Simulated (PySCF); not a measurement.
**How methods differ on the excitation energy of Si**

Si [Ne] 3s2 3p2 (3P) → Si [Ne] 3s1 3p2 4s1 (5P), as a difference of total energies. All numbers are calculated (PySCF 2.14, the non-relativistic Hamiltonian (point nucleus), in aug-cc-pwCVDZ). Correlated levels: nothing frozen. The calculations carry no spin-orbit coupling.

```csv
method,excitation energy (eV)
UHF,8.651
MP2 (all electrons),9.735
SCS-MP2 (all electrons),10.005
CCSD (all electrons),10.003
CCSD(T) (all electrons),10.048
```

Problem. How much does correlation contribute at CCSD(T) (all electrons)?

Solution. 10.048 − (8.651) = 1.397 eV, measured against UHF.

The upper state lies above the first ionisation limit, but in LS coupling its spin forbids autoionisation to the ground ion. A Rydberg-like electron needs more diffuse functions than a valence basis has.

The promoted electron is Rydberg-like, and one or two diffuse shells describe it only roughly, which tends to raise the upper state.
